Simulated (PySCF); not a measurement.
CH$_{5}$ClFNOSi (SMILES CO[Si](N)(F)Cl), singlet, at a GFN2-xTB geometry, atoms displaced at random by about 0.03 Å a coordinate; R2SCAN/STO-3G, gradient (PySCF).

Input for PySCF:
```python
from pyscf import gto, scf, dft

mol = gto.Mole()
mol.atom = '''
    C    -2.00344701   -0.38000630   -1.39917377
    O    -1.17646856    0.56488748   -0.73712208
    Si    0.26965807    0.25192320   -0.01331766
    N     1.45986832   -0.29918782   -1.17080425
    F     0.57281607    1.76596540    0.50537024
    Cl    0.25540852   -0.97230127    1.48919688
    H    -1.52949194   -0.84576123   -2.24740946
    H    -2.37757942   -1.21662768   -0.68673027
    H    -2.87615698    0.14807987   -1.68762460
    H     2.36832404   -0.61278363   -0.81230668
    H     1.55812449    0.18598241   -2.06104248
'''
mol.basis = 'sto-3g'
mol.verbose = 3
mol.build()

mf = dft.RKS(mol)
mf.xc = 'r2scan'
mf.kernel()
g = mf.nuc_grad_method()
grad = g.kernel()
```

Task: Write the output that PySCF gives for this input, abridged.

Result: 
```
converged SCF energy = -1008.52507689392
--------------- RKS gradients ---------------
         x                y                z
0 C    -0.0052005365     0.0429790218    -0.0568436709
1 O     0.0060917480    -0.0260640411    -0.0026041652
2 Si    -0.0238764092    -0.0623485476     0.0872062664
3 N     0.0214079054     0.0070229852    -0.0251006701
4 F    -0.0028257017    -0.0021114974    -0.0048495772
5 Cl     0.0001989812     0.0653525599    -0.0765756780
6 H    -0.0093716856     0.0128824809     0.0238328290
7 H    -0.0121644335    -0.0178040259     0.0198989578
8 H     0.0337104679    -0.0188461383     0.0192473811
9 H    -0.0080875726     0.0020244602    -0.0000340273
10 H    -0.0026864176    -0.0092127823     0.0115163512
----------------------------------------------
```
